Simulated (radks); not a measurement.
The table gives one normalised radial function P(r) = r R(r) (large component) of Pm4+ in [Kr] 4d10 4f3.5 5s2 5p5.5 (r in bohr). Method: Dirac Kohn-Sham, PBE, spin-unpolarised, spherical densities, finite nucleus; open shells fill j = l - 1/2 first; Fermi nuclear charge, rms radius 4.962 fm; computed with a radial shooting solver on a logarithmic mesh with Libxc functionals.

r,P
0.003425,0.0000
0.004568,0.0000
0.006093,0.0000
0.008062,0.0000
0.01075,0.0000
0.01434,0.0001
0.01913,0.0003
0.02531,0.0007
0.03376,0.0020
0.04502,0.0052
0.05957,0.0130
0.07945,0.0316
0.106,0.0718
0.1402,0.1479
0.187,0.2831
0.2494,0.4847
0.33,0.7229
0.4402,0.9475
0.5871,1.0606
0.7768,1.0100
1.036,0.8204
1.382,0.5684
1.828,0.3312
2.438,0.1482
3.252,0.0477
4.303,0.0100
5.739,0.0011

Which n and l does it have? It may be an empty orbital.

Answer. n = 4, l = 3: the number of nodes gives n - l - 1 = 0, the rise at small r points to l (for j = l - 1/2 the large component starts outside the nucleus as r^gamma with gamma = sqrt(l^2 - (Z/c)^2) = 2.97 and the r^(l+1) term takes over further out; the orbital of l - 1 with the same j starts with the same power, but with a larger coefficient, and does not steepen), and the extent must fit the shell. The curve is that of 4f5/2; the two j differ most near the nucleus, where j = l - 1/2 has the larger amplitude, and in heavy atoms j = l - 1/2 is also the more compact. 4f5/2: eigenvalue -48.530 eV, 0 radial nodes, <r> = 0.889 bohr, 90 % of the charge inside 1.49 bohr.
